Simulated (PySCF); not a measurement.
## Electron correlation in Xe (xenon, neutral)

[Xe], closed-shell 1S. Computed with PySCF 2.14 in cc-pVDZ-PP with ECP28MDF (4s3p2d, 23 functions), with a scalar-relativistic core potential. Frozen: 4s2 4p6 4d10; 8 electrons correlated.

MP2 pair energies summed by pair of shells (mhartree):

| pair | energy | share (%) |
| --- | --- | --- |
| 5p-5p | -81.37 | 81.9 |
| 5s-5p | -14.07 | 14.2 |
| 5s-5s | -3.90 | 3.9 |

Total MP2 correlation energy: -99.34 mhartree.

Same-spin part -27.90 and opposite-spin part -71.44 mhartree; SCS-MP2 scales them by 1/3 and 6/5 to -95.03 mhartree.

```json
{"level": "CCSD", "correlation energy (mhartree)": "-108.20"}
{"level": "(T)", "correlation energy (mhartree)": "-0.69"}
{"level": "CCSD(T)", "correlation energy (mhartree)": "-108.89"}
```

Diagnostics: T1 = 0.0028, D1 = 0.0062, largest double amplitude 0.048.

**Question.** Is a single reference adequate?

**Answer.** Yes, within this model without spin-orbit coupling: T1 lies below 0.03 and no double amplitude reaches 0.07.
